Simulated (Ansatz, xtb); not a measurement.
## GaH4OSi: where a starting geometry ends

The starting geometry of this gas-phase doublet was built from a drawn formula by distance geometry; its bonds are those of `O[SiH2][GaH]`.

```xyz
7

Ga    3.6428    0.6742    1.2280
O     1.0577    1.5879   -0.3254
Si    2.6396    2.2067   -0.2171
H     0.6723    1.6774   -1.1990
H     2.7394    3.5471    0.3910
H     3.4363    2.0939   -1.4725
H     3.9472   -0.6763    0.8599
```

Predict what it relaxes into with r2SCAN-D4/def2-SVP.

It keeps its bonds, and is `O[SiH2][GaH]`. Distances that change by over a tenth: Ga1–H7 (1.43 → 1.59 Å).

The energy falls by 0.44 eV over 22 steps:

```json
{"step": "1", "E − E(last) (eV)": "0.444"}
{"step": "3", "E − E(last) (eV)": "0.079"}
{"step": "6", "E − E(last) (eV)": "0.057"}
{"step": "8", "E − E(last) (eV)": "0.054"}
{"step": "10", "E − E(last) (eV)": "0.052"}
{"step": "13", "E − E(last) (eV)": "0.032"}
{"step": "15", "E − E(last) (eV)": "0.007"}
{"step": "17", "E − E(last) (eV)": "0.004"}
{"step": "20", "E − E(last) (eV)": "0.000"}
{"step": "22", "E − E(last) (eV)": "0.000"}
```

Final geometry (Å):

```yaml
atoms:
  - { symbol: Ga, position_ang: [3.2636, 0.0141, 1.0117] }
  - { symbol: O, position_ang: [0.8977, 1.7574, -0.5427] }
  - { symbol: Si, position_ang: [2.5522, 1.9163, -0.3174] }
  - { symbol: H, position_ang: [0.4764, 2.4529, -1.0624] }
  - { symbol: H, position_ang: [2.8825, 3.2089, 0.3795] }
  - { symbol: H, position_ang: [3.2771, 1.9505, -1.6360] }
  - { symbol: H, position_ang: [4.7857, -0.1891, 1.4322] }
```

From the same start GFN2-xTB ends elsewhere, differing in Ga1–O2 (2.24 against 3.32 Å here).

The end wasn't checked by frequencies. Open shells are spin-unrestricted. Run with Ansatz 0.2.0, 5.4 min on 1 thread of Intel(R) Xeon(R) Processor @ 2.50GHz (Skylake/Cascade Lake), on a shared host.
